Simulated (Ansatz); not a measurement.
Reaction (formal exchange of groups at the Si–C bond): `OC[SiH2][SiH3]` + `O=[CH][GeH3]` → `[SiH3][SiH2][GeH3]` + `O=CCO`

Gas-phase electronic energies from Ansatz, PBE0-D4/def2-TZVP geometries. CCSD(T)/CBS adds triple-zeta CCSD(T) − MP2 to the extrapolated MP2 energy (def2 sets, frozen cores). Functionals use def2-TZVPP. B3LYP here is the variant with VWN-RPA as its local correlation; programs differ in this. For Ge outer-core shells are correlated without core-valence functions, which leaves a few kJ/mol of doubt a bond. Scalar relativity is left out up to krypton. Each species was taken in one conformer, which may not be the lowest.

```tsv
level	ΔE (kcal/mol)	difference from CCSD(T)/CBS
r2SCAN-D4	-20.2	-1.2
PBE0-D4	-21.2	-2.2
B3LYP-D4	-18.3	0.7
ωB97X-V	-19.3	-0.3
ωB97M-V	-18.7	0.3
B2PLYP	-18.3	0.7
PBE0	-21.0	-2.0
HF/def2-TZVPP	-19.4	-0.4
SCS-MP2/def2-TZVPP	-17.8	1.2
CCSD(T)/def2-TZVPP	-18.8	0.2
HF/def2-QZVPP	-19.2	-0.2
MP2/def2-QZVPP	-19.0	0.0
SCS-MP2/def2-QZVPP	-17.7	1.3
HF/CBS(def2)	-19.2	-0.2
MP2/CBS(def2)	-19.1	-0.1
CCSD/CBS(def2)	-19.1	-0.1
CCSD(T)/CBS	-19.0	0
```

Largest T1 diagnostic among the species: 0.014.

From PBE to PBE0 (25 % exact exchange), in def2-TZVPP and without D4, ΔE moves by −1.5 kcal/mol.
